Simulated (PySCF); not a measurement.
Ionisation energy of Sn²⁺ by level of theory

Sn²⁺ [Kr] 4d10 5s2 (1S) → Sn³⁺ [Kr] 4d10 5s1 (2S), as a difference of total energies. All numbers are calculated (PySCF 2.14, the spin-free X2C one-electron Hamiltonian (Gaussian nucleus), in ANO-RCC-VTZP). Correlated levels: valence: [Kr] 4d10 frozen; valence and next inner shell: [Ar] 3d10 frozen. The calculations carry no spin-orbit coupling.

**Question.** Order these methods by the ionisation energy they give, lowest first.
A. SCS-MP2 (valence)
B. UHF
C. SCS-MP2 (valence and next inner shell)
D. BLYP

**Answer.** B (28.535 eV), A (29.296 eV), C (30.391 eV), D (30.821 eV).

Errors of the correlated levels include the incompleteness of this basis and the frozen core.

For comparison: 30.506 eV (measured; NIST Atomic Spectra Database, ionization energies).
